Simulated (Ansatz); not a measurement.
`[CH3][In]([F])[Br]`, 7 atoms. Total charge 0; spin multiplicity 1. Correlated methods include outer-core shells of Br, In, which these sets cover unevenly. Scalar relativity is left out up to krypton. In takes the def2 core potential. All runs use 4 threads of an AMD EPYC 9R45 on a shared host. Correlated methods freeze the cores.

**Question.** Give the basis size and wall time and peak host memory of each of these runs in Ansatz. RKS PBE0-D4/def2-TZVP relaxation (7 steps); RKS LC-ωPBE/def2-TZVPP energy; RHF-CCSD(T)/def2-TZVPP energy; RKS revPBE-D4/def2-TZVPP energy; RKS B2PLYP (frozen core)/def2-TZVPP energy; RHF-CCSD(T)/def2-SVP energy; RKS ωB97M-V/def2-SVP energy; direct RPA on PBE orbitals/def2-TZVPP energy; RHF-MP2/def2-QZVPP energy; RKS PBE0-D4/def2-TZVP frequencies; RKS PBE0-D4/def2-QZVPP energy; RKS ωB97M-V/def2-QZVPP energy. (Estimate.)

**Answer.** Ansatz gave: Other jobs shared the machine, so times are rough.

```csv
level,job,functions,wall time,peak host memory (GiB)
RKS revPBE-D4/def2-TZVPP,energy,202,0.65 s,0.27
RKS LC-ωPBE/def2-TZVPP,energy,202,0.9 s,0.38
RKS ωB97M-V/def2-SVP,energy,101,1.8 s,0.36
direct RPA on PBE orbitals/def2-TZVPP,energy,202,1.8 s,0.49
RKS B2PLYP (frozen core)/def2-TZVPP,energy,202,1.9 s,0.55
RHF-CCSD(T)/def2-SVP,energy,101,2.3 s,0.49
RKS PBE0-D4/def2-QZVPP,energy,375,2.5 s,1.3
RHF-MP2/def2-QZVPP,energy,375,5.5 s,1.6
RKS ωB97M-V/def2-QZVPP,energy,375,5.5 s,1.5
RKS PBE0-D4/def2-TZVP,relaxation (7 steps),178,10 s,0.51
RHF-CCSD(T)/def2-TZVPP,energy,202,37 s,3
RKS PBE0-D4/def2-TZVP,frequencies,178,42 s,0.51
```

LC-ωPBE has ω = 0.4 bohr⁻¹.
